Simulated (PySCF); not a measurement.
# Mayer bond orders and bond lengths

C₉H₁₁OP.
SMILES with atom numbers: `[CH2:1]=[CH:2][C:3]1=[C:4]([CH3:5])[CH:6]=[CH:7][P@:8]1(=[O:9])[CH:10]=[CH2:11]` (hydrogens: H12, H13 on C1; H14 on C2; H15, H16, H17 on C5; H18 on C6; H19 on C7; H20 on C10; H21, H22 on C11)

Geometry (GFN2-xTB, Å), atoms numbered from 1 in this order:
```xyz
22
C9H11OP angstrom
C     -0.7532    2.2051   -1.3289
C     -1.3823    1.1684   -0.7819
C     -0.6845   -0.0234   -0.3910
C     -1.1469   -1.1007    0.2877
C     -2.5305   -1.3098    0.8049
C     -0.1494   -2.1403    0.5122
C      1.0770   -1.8943    0.0417
P      1.0965   -0.2598   -0.7537
O      1.5748   -0.1835   -2.1381
C      1.9814    0.8010    0.4230
C      2.9879    1.5374   -0.0136
H      0.3128    2.1768   -1.4915
H     -1.2743    3.0948   -1.6376
H     -2.4538    1.1973   -0.6261
H     -2.9520   -2.2212    0.3808
H     -2.5051   -1.4297    1.8885
H     -3.1831   -0.4766    0.5627
H     -0.4326   -3.0474    1.0269
H      1.9276   -2.5500    0.1116
H      1.6539    0.7874    1.4520
H      3.2614    1.5012   -1.0573
H      3.5640    2.1868    0.6262
```

Bond orders from the PBE0/pcSseg-1 density (PySCF). Isolated species at its GFN2-xTB geometry (one conformer only).

Question: Where do the orders between heavy atoms depart from those drawn in the SMILES?

Answer: The largest departure is 0.323, at C3–C4 (drawn double, 1.677). Drawn single, order above 1.12: C2–C3 (1.152). Drawn single, order below 0.88: C7–P8 (0.858) and P8–C3 (0.799). Drawn double or triple, more than 0.30 short of the drawn order: C3–C4 (1.677).

Question: Set the Mayer orders of the bonds beside their lengths.

Answer: 
```csv
bond,drawn as,length (Å),Mayer order
C1–C2,double,1.330,1.880
C2–C3,single,1.435,1.152
C3–C4,double,1.355,1.677
C4–C5,single,1.492,1.100
C4–C6,single,1.458,1.069
C6–C7,double,1.336,1.776
C7–P8,single,1.818,0.858
P8–O9,double,1.467,1.900
P8–C10,single,1.815,0.945
C10–C11,double,1.321,1.946
P8–C3,single,1.833,0.799
C1–H12,single,1.079,0.935
C1–H13,single,1.076,0.947
C2–H14,single,1.083,0.960
C5–H15,single,1.090,0.939
C5–H16,single,1.090,0.937
C5–H17,single,1.086,0.943
C6–H18,single,1.081,0.973
C7–H19,single,1.076,0.955
C10–H20,single,1.080,0.927
C11–H21,single,1.080,0.940
C11–H22,single,1.078,0.945
```

By pair of heavy elements: C–C: lowest C4–C6 (1.069, 1.458 Å), highest C10–C11 (1.946, 1.321 Å); in 1 of the 21 pairs the longer bond (by over 0.003 Å) has the higher order (by 0.02 or more). C–P: lowest P8–C3 (0.799, 1.833 Å), highest P8–C10 (0.945, 1.815 Å).

Question: Sum the orders of all bonds at each heavy atom with more than one neighbour and set the sums beside the valence in the SMILES.

Answer: C1 3.762 (drawn 4), C2 3.992 (drawn 4), C3 3.628 (drawn 4), C4 3.846 (drawn 4), C5 3.919 (drawn 4), C6 3.818 (drawn 4), C7 3.589 (drawn 4), P8 4.502 (drawn 5), C10 3.818 (drawn 4), C11 3.831 (drawn 4). Orders between atoms that aren't bonded are not in these sums.

For a closed shell the Mayer order of atoms A and B is Σ (PS)μν (PS)νμ over the basis functions μ on A and ν on B, with P the density and S the overlap matrix.
